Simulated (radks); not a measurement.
The numbers below are computed, except where a source is named.
Gd+, configuration [Xe] 4f7 5d1 6s0.5 6p0.5 (fractional occupations, a model configuration).

Code: a radial shooting solver on a logarithmic mesh with Libxc functionals. Model: scalar-relativistic Kohn-Sham, PBE, spin-polarised, spherical densities, point nucleus; open shells are filled with parallel spins first (spin-orbit coupling, left out, can overturn this in heavy ions).

Energy parts (eV):
| part | energy |
|---|---|
| total | -306704.74 |
| kinetic | 329368.44 |
| electron-nucleus | -747799.27 |
| Hartree | 118495.97 |
| exchange-correlation | -6769.89 |

Orbitals (lengths in bohr, moments of r in powers of bohr; <r^-3> diverges for s and p1/2; r(90%) holds 90 % of the orbital's charge):
| orbital | occ. | eigenvalue (eV) | <r^2> | <r^-3> | r(90%) |
|---|---|---|---|---|---|
| 1s up | 1 | -50110.83 | 0.0006547 | - | 0.0396 |
| 1s down | 1 | -50110.82 | 0.0006547 | - | 0.0396 |
| 2s up | 1 | -8278.769 | 0.01027 | - | 0.144 |
| 2s down | 1 | -8278.686 | 0.01027 | - | 0.144 |
| 2p up | 3 | -7367.335 | 0.008282 | 11430 | 0.134 |
| 2p down | 3 | -7367.273 | 0.008282 | 11430 | 0.134 |
| 3s up | 1 | -1841.010 | 0.06829 | - | 0.358 |
| 3s down | 1 | -1838.381 | 0.06816 | - | 0.358 |
| 3p up | 3 | -1558.702 | 0.06849 | 2394 | 0.364 |
| 3p down | 3 | -1556.083 | 0.06834 | 2400 | 0.363 |
| 3d up | 5 | -1185.960 | 0.05756 | 322.9 | 0.345 |
| 3d down | 5 | -1183.940 | 0.05739 | 323.7 | 0.344 |
| 4s up | 1 | -378.2170 | 0.3450 | - | 0.794 |
| 4s down | 1 | -372.0546 | 0.3450 | - | 0.794 |
| 4p up | 3 | -285.1796 | 0.3895 | 534.9 | 0.851 |
| 4p down | 3 | -279.0603 | 0.3897 | 533.9 | 0.851 |
| 4d up | 5 | -156.5225 | 0.4689 | 60.37 | 0.955 |
| 4d down | 5 | -150.4550 | 0.4707 | 60.14 | 0.957 |
| 4f up | 7 | -17.3970 | 0.9473 | 8.180 | 1.45 |
| 4f down | 0 | -11.9061 | 1.078 | 7.816 | 1.56 |
| 5s up | 1 | -57.8612 | 1.977 | - | 1.91 |
| 5s down | 1 | -54.3453 | 2.034 | - | 1.94 |
| 5p up | 3 | -35.1354 | 2.720 | 74.55 | 2.27 |
| 5p down | 3 | -32.3052 | 2.820 | 70.07 | 2.31 |
| 5d up | 1 | -9.4949 | 7.369 | 3.555 | 3.92 |
| 5d down | 0 | -7.6607 | 7.681 | 3.236 | 3.99 |
| 6s up | 0.5 | -10.1239 | 14.43 | - | 5.18 |
| 6p up | 0.5 | -6.3994 | 23.30 | 7.272 | 6.63 |

The highest occupied level is 6p up at -6.399 eV. The configuration is held as typed, so some empty levels lie below it. The density falls to 0.001 e/bohr^3 at r = 4.66 bohr. Summed over all electrons, <r^2> = 62.42 bohr^2, which gives a Langevin (diamagnetic) susceptibility term of -49.4 x 10^-6 cm^3/mol. Spin moment in Bohr magnetons: 9.
